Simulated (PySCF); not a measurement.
## Excitation energy of Nd by level of theory

Nd [Xe] 4f4 6s2 (high-spin determinant) → Nd [Xe] 4f3 5d1 6s2 (high-spin determinant), as a difference of total energies. Computed with PySCF 2.14 in cc-pVDZ-X2C, with scalar relativity by spin-free X2C-1e. Correlated levels: valence: [Kr] 4d10 frozen; valence and next inner shell: [Ar] 3d10 frozen. The calculations carry no spin-orbit coupling.

| method | excitation energy (cm⁻¹) |
| --- | --- |
| UHF | -60.073 |
| LDA | 19509 |
| PBE | 17612 |
| PBE0 | 13647 |
| r2SCAN | 15086 |
| BHandHLYP | 9263.9 |
| M06 | 16058 |
| TPSS | 15398 |
| MP2 (valence) | 6242.3 |
| SCS-MP2 (valence) | 3482.6 |
| MP2 (valence and next inner shell) | 6114.4 |
| SCS-MP2 (valence and next inner shell) | 3167.2 |

A first-order spin-orbit estimate (lowest level to lowest level, LS coupling) adds -0.133 eV.

The determinant of the upper state and of the lower state mixes LS terms, which raises its energy above the lowest term, most at the Hartree-Fock and MP2 levels.
